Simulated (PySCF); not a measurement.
## `C1C(P(C)(C)=S)C1`, C₅H₁₁PS

Molfile (atoms numbered from 1):
```
C5H11PS
     RDKit          3D

 18 18  0  0  0  0  0  0  0  0999 V2000
   -0.9646   -1.0157    1.2013 C   0  0  0  0  0  0  0  0  0  0  0  0
   -0.8239   -0.3999   -0.5244 P   0  0  0  0  0  5  0  0  0  0  0  0
   -1.8272    1.1408   -0.5060 C   0  0  0  0  0  0  0  0  0  0  0  0
   -1.3638   -1.6899   -1.8669 S   0  0  0  0  0  0  0  0  0  0  0  0
    0.8820    0.2170   -0.7449 C   0  0  0  0  0  0  0  0  0  0  0  0
    2.0451   -0.5951   -0.2546 C   0  0  0  0  0  0  0  0  0  0  0  0
    1.7340    0.7180    0.3829 C   0  0  0  0  0  0  0  0  0  0  0  0
   -0.7392   -0.2476    1.9370 H   0  0  0  0  0  0  0  0  0  0  0  0
   -1.9935   -1.3534    1.3264 H   0  0  0  0  0  0  0  0  0  0  0  0
   -0.3070   -1.8734    1.3329 H   0  0  0  0  0  0  0  0  0  0  0  0
   -2.8682    0.8662   -0.3376 H   0  0  0  0  0  0  0  0  0  0  0  0
   -1.4894    1.8275    0.2671 H   0  0  0  0  0  0  0  0  0  0  0  0
   -1.7473    1.6140   -1.4840 H   0  0  0  0  0  0  0  0  0  0  0  0
    0.9879    0.6937   -1.7157 H   0  0  0  0  0  0  0  0  0  0  0  0
    1.8404   -1.4983    0.3016 H   0  0  0  0  0  0  0  0  0  0  0  0
    2.9136   -0.6736   -0.8906 H   0  0  0  0  0  0  0  0  0  0  0  0
    1.3285    0.7194    1.3829 H   0  0  0  0  0  0  0  0  0  0  0  0
    2.3837    1.5567    0.1809 H   0  0  0  0  0  0  0  0  0  0  0  0
  1  2  1  0
  2  3  1  0
  2  4  2  0
  2  5  1  0
  5  6  1  0
  6  7  1  0
  7  5  1  0
  1  8  1  0
  1  9  1  0
  1 10  1  0
  3 11  1  0
  3 12  1  0
  3 13  1  0
  5 14  1  0
  6 15  1  0
  6 16  1  0
  7 17  1  0
  7 18  1  0
M  END
```

Theory: PySCF 2.14.0, GIAO B3LYP/pcSseg-1 magnetisability, rotational g tensor and spin-rotation constants, non-relativistic, gas phase. Geometry: GFN2-xTB.

(1) How diamagnetic is it, and how anisotropic?

(2) Split it along the inertial axes a, b, c into diamagnetic and paramagnetic parts about the centre of mass, with the quadrupole moment.

(3) And the rotational g tensor?

## Answers

(1) Isotropic -1703 × 10⁻³⁰ J/T², or -102.6 × 10⁻⁶ cm³/mol; principal values -1782, -1690, -1637 × 10⁻³⁰ J/T², anisotropy 127 × 10⁻³⁰ J/T² (root of half the summed squared differences of the principal values). The susceptibility is in cgs units.

(2) 
```tsv
axis	χ (10⁻⁶ cm³/mol)	diamagnetic (10⁻⁶ cm³/mol)	paramagnetic (10⁻⁶ cm³/mol)	summed x² of all electrons (Å²)	quadrupole Θ (D Å)
a	-101.5	-643.9	542.4	178.5	-5.90
b	-101.6	-1018.7	917.1	90.2	+0.90
c	-104.6	-1140.1	1035.5	61.6	+5.01
```
Anisotropies 2χaa − χbb − χcc = +3.2 and 2χbb − χaa − χcc = +2.9 × 10⁻⁶ cm³/mol. Θ is traceless in Buckingham's convention.

(3) 
```tsv
axis	rotational constant (GHz)	g	nuclear part	electronic part
a	2.4549	-0.0017	0.6239	-0.6256
b	1.3535	-0.0034	0.5797	-0.5831
c	1.1833	-0.0027	0.5730	-0.5756
```
Asymmetric top; isotopes 12C, 1H, 31P, 32S; no vibrational averaging.
